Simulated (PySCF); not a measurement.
PBE0 on Rh- (rhodium, charge -1), [Kr] 4d8 5s2, high-spin 3F determinant. All numbers are calculated (PySCF 2.14, a scalar-relativistic core potential, in aug-cc-pVDZ-PP with ECP28MDF (5s5p4d2f, 54 functions)).

```
cycle= 1 E= -110.152608948816  delta_E= -0.0135  |g|= 0.0485  |ddm|= 0.483
cycle= 2 E= -110.152619666086  delta_E= -1.07e-05  |g|= 0.0516  |ddm|= 0.156
cycle= 3 E= -110.153547525417  delta_E= -0.000928  |g|= 0.0135  |ddm|= 0.0573
cycle= 4 E= -110.153649300554  delta_E= -0.000102  |g|= 0.00131  |ddm|= 0.0353
cycle= 5 E= -110.153657719462  delta_E= -8.42e-06  |g|= 0.000344  |ddm|= 0.0176
cycle= 6 E= -110.153658044108  delta_E= -3.25e-07  |g|= 2.59e-05  |ddm|= 0.00357
cycle= 7 E= -110.153658044856  delta_E= -7.48e-10  |g|= 1.8e-06  |ddm|= 0.000139
converged SCF energy = -110.153658044856  <S^2> = 2.0177773  2S+1 = 3.0118282
```

Highest occupied orbital energy: 0.562 eV; ⟨L²⟩ = 12.02; populations by l: s 4.00, p 6.00, d 8.00, f 0.00.

Can this result be used?

With care. The run converged. Energies and moments cover only the electrons outside the core potential. At PBE0 the highest occupied level has a positive energy, so only the finite basis holds that electron; in a semilocal or global hybrid functional this comes from self-interaction and does not mean that the real anion is unbound.
